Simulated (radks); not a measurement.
Q: Spherical quantum dot in the effective-mass picture: electrons in a well V = -V0 / (1 + exp((r - R)/a)) with V0 = 13.5, R = 3.44, a = 0.24, with a point charge +1 (a donor) at the centre, all in effective atomic units (hartree* = m*/eps^2 hartree, bohr* = eps/m* bohr), one dielectric constant everywhere. Calculated with a radial shooting solver with Libxc functionals: non-relativistic Kohn-Sham, PBE, spin-polarised, spherical densities. Levels are named by radial order and angular momentum (1s, 1p, 1d, 2s, ...), and open shells are averaged over m. At N = 17 the configuration is 1s2 1p6 1d(up 5, down 4). Does electron 18 go into 2s down or 2s up or 1d down?

A: Into 1d down. The total energies of the other choices lie higher by 0.218 hartree* (2s up), 0.223 hartree* (2s down).
